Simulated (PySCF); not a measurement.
## Nuclear quadrupole coupling in `Fc1cnnc(C(F)(F)F)c1`

Species: C₅H₂F₄N₂.
Structure used (GFN2-xTB), in Å, numbered top down from 1:
```xyz
13
C5H2F4N2 angstrom
F     -2.395    1.773    0.074
C     -1.566    0.733    0.026
C     -2.064   -0.569   -0.052
N     -1.258   -1.610   -0.106
N      0.023   -1.460   -0.080
C      0.556   -0.254    0.002
C      2.069   -0.193    0.011
F      2.627   -1.217    0.649
F      2.511    0.929    0.603
F      2.562   -0.180   -1.237
C     -0.197    0.920    0.052
H     -3.124   -0.772   -0.071
H      0.252    1.899    0.112
```

Field gradients from the PBE0/pcSseg-1 density (PySCF, non-relativistic), principal values in atomic units, ordered |Vxx| ≤ |Vyy| ≤ |Vzz|:

```csv
atom,Vxx,Vyy,Vzz
N4,0.5489,0.7933,-1.3422
N5,0.5781,0.7177,-1.2957
```

Task: Find the asymmetry η = (Vxx − Vyy)/Vzz and the couplings χ = eQV/h (234.96 MHz × Q in barn × V in au), with Q(14N) = 0.02044 b.

Result: 
```
atom             environment  nucleus     η  χzz (MHz)  χxx (MHz)  χyy (MHz)
  N4  pyridine-type nitrogen      14N  0.18      -6.45       2.64       3.81
  N5  pyridine-type nitrogen      14N  0.11      -6.22       2.78       3.45
```

Task: What is Vzz at N4 in SI units (1 au = 9.71736 × 10²¹ V/m²)?

Result: -1.3422 au = -13.042 × 10²¹ V/m².

Task: And the gradient at the other heavy atoms, for which no coupling is worked out here?

Result: 
```json
{"atom": "F1", "environment": "aryl fluorine", "Vzz (au)": "2.986", "η": "0.18"}
{"atom": "C2", "environment": "aromatic C–F carbon", "Vzz (au)": "-0.492", "η": "0.35"}
{"atom": "C3", "environment": "aromatic CH next to a ring nitrogen", "Vzz (au)": "0.297", "η": "0.43"}
{"atom": "C6", "environment": "substituted aromatic carbon", "Vzz (au)": "0.241", "η": "0.24"}
{"atom": "C7", "environment": "CF3 carbon", "Vzz (au)": "-0.392", "η": "0.09"}
{"atom": "F8", "environment": "fluorine of a CF3 group", "Vzz (au)": "2.973", "η": "0.04"}
{"atom": "F9", "environment": "fluorine of a CF3 group", "Vzz (au)": "2.898", "η": "0.03"}
{"atom": "F10", "environment": "fluorine of a CF3 group", "Vzz (au)": "2.942", "η": "0.04"}
{"atom": "C11", "environment": "aromatic CH carbon", "Vzz (au)": "0.321", "η": "0.09"}
```

Task: What couplings would deuterons (Q(2H) = 0.00286 b) have in place of the hydrogens, at this geometry?

Result: 
```csv
atom,bonded to,bond length (Å),Vzz (au),η,χzz (kHz)
H12,C3,1.079,0.3201,0.06,215
H13,C11,1.079,0.3225,0.05,217
```

Geometry: GFN2-xTB; no solvent, vibrations or thermal averaging. GFN2-xTB bond lengths can be off by several hundredths of an ångström, more for odd bonds, and the gradients follow them. These gradients aren't converged with respect to the basis.

The run behind these numbers computed NMR shieldings as well. Hardware: one thread of an Intel Xeon Platinum 8259CL at 2.50 GHz, shared host with 96 logical CPUs at a one-minute load of 20. Cost: 43 s wall, 0.85 GiB resident at most.
